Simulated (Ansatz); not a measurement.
A series at Ti: from `[OH][Ti]([OH])([OH])[OH]`, ligands are replaced one by one, each step taking up H₂S and setting free H₂O; n counts the steps. Ansatz, PBE0-D4/def2-TZVP geometries. Each molecule was computed in one conformer, which needn't be the lowest.

| n | molecule | HOMO energy, ωB97M-V/def2-TZVPP (eV) |
| --- | --- | --- |
| 0 | `[OH][Ti]([OH])([OH])[OH]` | -11.42 |
| 1 | `[OH][Ti]([OH])([OH])[SH]` | ? |
| 2 | `[OH][Ti]([OH])([SH])[SH]` | -9.30 |
| 3 | `[OH][Ti]([SH])([SH])[SH]` | -9.63 |
| 4 | `[SH][Ti]([SH])([SH])[SH]` | -9.92 |

**Question.** By hand: fit a straight line y = ȳ + b (n − n̄) to the 4 given rows and predict n = 1.

**Answer.** n̄ = 2.250, ȳ = -10.068; Σ(n − n̄)(y − ȳ) = 3.437, Σ(n − n̄)² = 8.750, so b = 0.393 eV a step. Prediction: -10.068 + (0.393) × (-1.250) = -10.56 eV.

**Question.** By hand: compare with the computed value, -9.46 eV, and give the steps along the whole series.

**Answer.** The line misses by 1.10 eV (computed minus predicted). Steps: 1.96, 0.16, -0.33, -0.29 eV.

The steps change sign along the series, so a line is a poor guide. The highest orbital can change its character along such a series. The miss is 51.9 % of the series' range.
